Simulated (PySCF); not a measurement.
# Continuum solvent and chemical shifts

Geometry:
| atom | x (Å) | y (Å) | z (Å) |
| --- | --- | --- | --- |
| C1 | 2.810 | 0.093 | -0.442 |
| C2 | 2.658 | -0.357 | 0.897 |
| C3 | 1.312 | -0.310 | 1.193 |
| N4 | 0.644 | 0.150 | 0.089 |
| C5 | -0.784 | 0.346 | -0.015 |
| C6 | -1.681 | -0.899 | 0.209 |
| Si7 | -3.013 | 0.303 | 0.831 |
| C8 | -1.429 | 1.339 | 0.984 |
| C9 | 1.549 | 0.397 | -0.909 |
| H10 | 3.738 | 0.185 | -1.002 |
| H11 | 3.446 | -0.682 | 1.574 |
| H12 | 0.781 | -0.569 | 2.107 |
| H13 | -0.961 | 0.719 | -1.036 |
| H14 | -1.299 | -1.496 | 1.053 |
| H15 | -1.811 | -1.562 | -0.658 |
| H16 | -3.775 | -0.038 | 2.069 |
| H17 | -3.959 | 0.773 | -0.225 |
| H18 | -1.361 | 2.403 | 0.721 |
| H19 | -0.998 | 1.197 | 1.989 |
| H20 | 1.219 | 0.772 | -1.876 |

GIAO PBE0/pcSseg-1 in PySCF on one PBE0-D3(BJ)/def2-SVP conformer, non-relativistic, equivalent nuclei averaged. Solvents enter as an IEF-PCM continuum (acetone with ε = 20.5, water with ε = 78.4) around the gas-phase geometry. Shifts are referred to TMS computed in the same medium.

Gas phase, δ in ppm: C3/C9 120.6, C1/C2 114.2, C5 55.6, C6/C8 23.6, Si7 -52.2, H12/H20 6.66, H10/H11 6.28, H16 4.48, H17 4.32, H13 4.05, H14/H19 1.83, H15/H18 1.70. Dipole moment 1.97 D.

(1) How does each δ change in the continuum?

(2) Which nuclei move most (in ppm), and what does the model miss?

Results:

(1) 
```csv
atoms,environment,"Δδ, acetone","Δδ, water"
C3/C9,aromatic CH next to a ring nitrogen,+3.0,+3.3
C1/C2,aromatic CH,-1.3,-1.4
C5,sp3 CH bonded to N,+0.2,+0.2
C6/C8,sp3 CH2 bonded to Si,+0.8,+0.8
Si7,"silicon bonded to 2 C, 2 H, in a 4-membered ring",+0.7,+0.8
H12/H20,hydrogen on an aromatic CH next to a ring nitrogen,+0.36,+0.39
H10/H11,hydrogen on an aromatic CH,+0.05,+0.05
H16,"hydrogen on a silicon bonded to 2 C, in a 4-membered ring",-0.03,-0.03
H17,"hydrogen on a silicon bonded to 2 C, in a 4-membered ring",-0.05,-0.05
H13,hydrogen on an sp3 CH bonded to N,+0.32,+0.35
H14/H19,hydrogen on an sp3 CH2 bonded to Si,+0.12,+0.13
H15/H18,hydrogen on an sp3 CH2 bonded to Si,+0.05,+0.05
```

Changes are relative to the gas phase. The dipole moment becomes 2.64 D in acetone, 2.68 D in water.

(2) C3/C9 (aromatic CH next to a ring nitrogen, +3.3 ppm) in water. A continuum only polarises the solute; specific hydrogen bonds, the anisotropy of aromatic solvents and changes of geometry or conformer are outside it.
